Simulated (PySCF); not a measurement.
# Hg(2+): ionisation energy

Hg(2+) [Xe] 4f14 5d10 → Hg(3+) [Xe] 4f14 5d9 [5d3/2^4 5d5/2^5, M_J = 5/2], as a difference of total energies. Computed with PySCF 2.14 in x2c-SVPall-2c, with the two-component X2C-1e Hamiltonian. Correlated levels: [Kr] 4d10 4f14 frozen; the 22 highest virtual spinors dropped. "Screened" scales the spin-orbit matrix elements by Boettger's factors to mimic the two-electron term; Breit and QED terms are absent.

| method | ionisation energy (eV) |
| --- | --- |
| GHF (spin-free) | 33.868 |
| GMP2 (spin-free) | 34.979 |
| GHF (screened spin-orbit) | 33.055 |
| GMP2 (screened spin-orbit) | 34.159 |

The spin-free rows lack the spin-orbit shift.

Errors of the correlated levels include the incompleteness of this basis and the frozen core.

Problem. Which method comes closest to the reference value, and which is furthest?

Solution. The reference is 34.49 ± 0.05 eV (measured; NIST Atomic Spectra Database, ionization energies). Closest: GMP2 (screened spin-orbit) (error -0.331 eV); furthest: GHF (screened spin-orbit) (error -1.435 eV).
